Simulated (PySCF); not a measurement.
Correlation energy of Ca¹³⁺ (calcium, charge +13)

[He] 2s2 2p3, high-spin 4S determinant. All numbers are calculated (PySCF 2.14, no relativity, point nucleus, in an uncontracted even-tempered set (18 s from 2.1 bohr⁻², ratio 2.2; 11 p from 2.7 bohr⁻², ratio 2.2; 6 d from 13 bohr⁻², ratio 2.4; 5 f from 19 bohr⁻², ratio 2.4; 5 g from 29 bohr⁻², ratio 2.4)). Frozen: nothing; 7 electrons correlated; the 14 highest virtual orbitals of each spin left out.

MP2 pair energies summed by pair of shells (mhartree):

```json
{"pair": "2s-2p", "energy": "-86.66", "share (%)": "43.7"}
{"pair": "1s-1s", "energy": "-38.57", "share (%)": "19.4"}
{"pair": "2p-2p", "energy": "-27.56", "share (%)": "13.9"}
{"pair": "1s-2p", "energy": "-23.13", "share (%)": "11.7"}
{"pair": "2s-2s", "energy": "-12.91", "share (%)": "6.5"}
{"pair": "1s-2s", "energy": "-9.58", "share (%)": "4.8"}
```

Total MP2 correlation energy: -198.42 mhartree.

Same-spin part -46.01 and opposite-spin part -152.41 mhartree; SCS-MP2 scales them by 1/3 and 6/5 to -198.23 mhartree.
